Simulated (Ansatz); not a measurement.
Job for Ansatz (a quantum-chemistry and plane-wave program): R-wB97X-V/def2-TZVPPD on H2 (SMILES [H][H]). Files ending in .json are basis or fitting sets from the Basis Set Exchange.

Ansatz 0.2 input:
```yaml
crystal:
  periodic: [false, false, false]
  atoms:
    - {symbol: H, position_ang: [-0.61203198, 0.30408096, 0.13778172]}
    - {symbol: H, position_ang: [0.03070897, 0.26850090, -0.23557631]}
basis:
  gaussian:
    orbitals: def2-TZVPPD.json
hamiltonian:
  xc: {name: wB97X-V}
scf: {lower_state_search: off}
```

It printed:

```
WARN ansatz: RAYON_NUM_THREADS=1 ignored (pool sized by the plan → 1); use --threads N
Functional definition: wB97X-V
these checks for a lower state are left out or cut short: stability, starts, cluster_reference, orbital_swaps, neighbouring_geometries, increment
integrals: 0.00 GiB planned
118 factors; their error is unknown
integrals: 0.04 GiB planned
52 factors; integrals over basis functions are off by at most 1.4e-5 eV
mean field: 0.06 GiB planned
mean field evaluation 1: about -31.8971 eV, gradient 2.2e0 eV
mean field evaluation 2: about -31.9112 eV, gradient 3.9e-1 eV
mean field evaluation 4: about -31.9117 eV, gradient 4.0e-1 eV
mean field evaluation 8: about -31.9093 eV, gradient 5.3e-4 eV
mean field -31.90927023 eV, -1.1726440520 hartree, gradient 4.1e-6 eV, S^2 0.000000; 0 other end points of the search recorded, 0 dependent functions left out
reference -31.90926925 eV, -1.1726440162 hartree; 1, 1 occupied and 33, 33 virtual orbitals, 118 factors
Total energy: -31.90926925 eV, -1.1726440162 hartree
Checks for a lower state left out: stability, starts, cluster_reference, orbital_swaps, neighbouring_geometries, increment
```

The calculation finished and met its thresholds.

Cost: about 0.3 core-seconds (a rough figure).
